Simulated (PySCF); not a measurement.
H3IO2Si. Atoms are numbered in the order given.

```xyz
7

Si    -1.1698    -0.0699     0.7578
O     -2.1720    -0.8774    -0.2790
O     -1.6569     1.4750     1.0687
I      0.9955    -0.0781    -0.3658
H     -1.0617    -0.7245     2.0802
H     -3.0671    -1.0415     0.0375
H     -1.6213     2.1049     0.3412
```

Coordinates come from a PBE0-D3(BJ)/def2-SVP optimisation. The def2 effective core potentials stand for the cores of I; spin–orbit coupling is left out. The values are those of a single conformer.

The numbers are results of B3LYP/def2-TZVP (PySCF), not measurements.

Isolated molecule, no solvent.

- total energy = -739.79123 hartree
- highest occupied level = -7.45 eV
- lowest empty level = -0.31 eV
- orbital gap = 7.14 eV
- dipole moment = 1.91 D
- quadrupole, principal values (traceless, Buckingham form, about the centre of nuclear charge) = -10.36, 1.92, 8.44 D·Å
- mean static polarisability = 61.4 bohr³ (9.10 Å³)
- polarisability, principal values = 52.1, 53.1, 79.0 bohr³
